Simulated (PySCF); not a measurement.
B3LYP has the VWN-RPA correlation part, as in Gaussian. 

```xyz
5

Zn     0.0060     0.1673    -0.0107
S     -2.0832    -0.1310     0.4667
H     -1.9962     0.6372     1.5780
S      2.0902     0.4690    -0.5074
H      2.4730    -0.6253     0.1914
```

Charge 0, multiplicity 1.

Question: Give the Mulliken and meta-Löwdin atomic charges from PySCF with B3LYP-D3(BJ)/def2-TZVP // r2SCAN-D4/def2-SVP.

Answer: 
| atom | Mulliken (e) | meta-Löwdin (e) |
|---|---|---|
| Zn1 | 0.37 | 1.09 |
| S2 | -0.33 | -0.64 |
| H3 | 0.14 | 0.10 |
| S4 | -0.33 | -0.64 |
| H5 | 0.14 | 0.10 |
